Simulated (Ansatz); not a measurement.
WO(OH)4 in a box, plane waves

Ansatz 0.2.0, DFT PBE, spin-orbit coupling, plane waves, PAW, molecule in a box. The geometry was relaxed with Gaussian bases (BP86; W def2-SVP with ECP60, O def2-SVP, H def2-SVP).

```yaml
crystal:
  lattice:
    - [14.02, 0.0, 0.0]
    - [0.0, 14.02, 0.0]
    - [0.0, 0.0, 11.27]
  atoms:
    - { symbol: W, position: [0.4999622, 0.4999622, 0.4482795] }
    - { symbol: O, position: [0.4999622, 0.4999622, 0.60089175] }
    - { symbol: O, position: [0.63059914, 0.5187097, 0.39929015] }
    - { symbol: H, position: [0.67895435, 0.47182668, 0.42172582] }
    - { symbol: O, position: [0.48121469, 0.63059914, 0.39929015] }
    - { symbol: H, position: [0.52809772, 0.67895435, 0.42172582] }
    - { symbol: O, position: [0.36932525, 0.48121469, 0.39929015] }
    - { symbol: H, position: [0.32097004, 0.52809772, 0.42172582] }
    - { symbol: O, position: [0.5187097, 0.36932525, 0.39929015] }
    - { symbol: H, position: [0.47182668, 0.32097004, 0.42172582] }
basis:
  ecutwfc: 420
  ecutrho_ratio: 4
kpoints:
  mp_grid: { grid: [1, 1, 1] }
hamiltonian:
  xc: pbe
scf:
  occupations: { method: gaussian, width: 0.01 }
output:
  forces: true
  eigenvalues: true
  populations: true
  write_density: true
  write_potential: true
  elf: true
  volumetric_format: npy
magnetization:
  noncollinear: true
  spin_orbit: true
```

Command:
```sh
ansatz run input.yaml --threads 2 --pin off --max-ram 5120MiB --backend cpu --events-out ev --progress --plain --runs-dir out
```
It took 40 s on 2 threads of Arm Neoverse V1, on a shared host, peak memory 2.8 GiB.

Problem. How does the SCF go?

Solution. 
```
SCF iter   1: F=—  HF=-13320.579546 eV  |F-HF|=—  |Δ(HF+E_count)|=         —  Δρ=3.97e-2
preconditioner: auto → Resta (q_TF=auto, 1.441 Å⁻¹)  ε∞=1.1  [insulator: Δε(μ)=7.047 eV  Ē_g=11.577 eV  σ=0.010 eV  W_gap=1.00  n_
spin=Noncollinear: Resta preconditioning applied to the charge; magnetization (m_x, m_y, m_z) channels mix plain (no charge-respon
SCF iter   2: F=—  HF=-13311.350692 eV  |F-HF|=—  |Δ(HF+E_count)|=    9.23e0  Δρ=1.44e-2
SCF iter   3: F=—  HF=-13310.831619 eV  |F-HF|=—  |Δ(HF+E_count)|=   5.19e-1  Δρ=9.23e-3
...
SCF iter   6: F=—  HF=-13310.568996 eV  |F-HF|=—  |Δ(HF+E_count)|=   6.92e-3  Δρ=3.21e-4
SCF iter   7: F=—  HF=-13310.569188 eV  |F-HF|=—  |Δ(HF+E_count)|=   1.91e-4  Δρ=1.47e-4
SCF iter   8: F=—  HF=-13310.569145 eV  |F-HF|=—  |Δ(HF+E_count)|=   4.26e-5  Δρ=4.36e-5
SCF iter   9: F=—  HF=-13310.569142 eV  |F-HF|=—  |Δ(HF+E_count)|=   2.72e-6  Δρ=1.07e-5
SCF iter  10: F=-13310.569142 eV  HF=-13310.569142 eV  |F-HF|=3.91e-8  |Δ(HF+E_count)|=   2.96e-7  Δρ=2.53e-6
```

Problem. Which levels lie next to the highest filled one (eV, counted from it)?

Solution. Filled: -0.42, -0.42, -0.38, -0.38, -0.05, -0.05, -0.01, -0.01, 0.00, 0.00. Empty: 3.69, 3.69, 5.40, 5.40, 5.73, 5.73, 6.41, 6.41.

Problem. What forces are left at this geometry, relaxed with Gaussian bases (eV/Å)?

Solution. 
```
W    0.00  0.00  0.49
O    0.00  0.00 -0.66
O   -0.01 -0.20  0.10
H   -0.27  0.19 -0.06
O    0.20 -0.01  0.10
H   -0.19 -0.27 -0.06
O    0.01  0.20  0.10
H    0.27 -0.19 -0.06
O   -0.20  0.01  0.10
H    0.19  0.27 -0.06
```

The Gaussian-basis geometry is a saddle point of its own level.

The forces come from the other functional as well as from the basis.

No other spin state of this charge was computed.
